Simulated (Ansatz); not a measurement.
The molecule BeO+, multiplicity 2 (lowest of 2S+1 = 2, 4 at CCSD(T)/def2-TZVPP on PBE0 minima; our sources give no spin for the ground state, which may be another).

The constants come from a fifth-degree fit in 1/R (seven points, main isotopes). In def2 and cc sets the state is the lowest found near the PBE0 minimum, followed along R.

Correlated levels freeze the inner cores; with def2 sets outer-core shells near the valence are correlated too.

Programs: Ansatz (Gaussian orbitals). 

Energies at CCSD/def2-TZVPP:

```csv
R (Å),E (hartree)
1.322818,-89.40107748
1.358377,-89.40596571
1.391092,-89.40842002
1.428074,-89.40924133
1.465056,-89.40835781
1.507728,-89.40563807
1.557511,-89.40068340
```

**Question.** With a reduced mass of 5.7643 u, find the minimum, the force constant and the constants.

**Answer.** A fifth-degree polynomial in 1/R puts the minimum at r_e = 1.4261 Å with force constant 548 N/m. Then ω_e = (1/2πc)√(k/μ) = 1270 cm⁻¹ and B_e = h/(8π²cμr_e²) = 1.438 cm⁻¹; the cubic and quartic terms give α_e = 0.016 and ω_e x_e = 9.3 cm⁻¹.

Ansatz is a program for electronic structure.
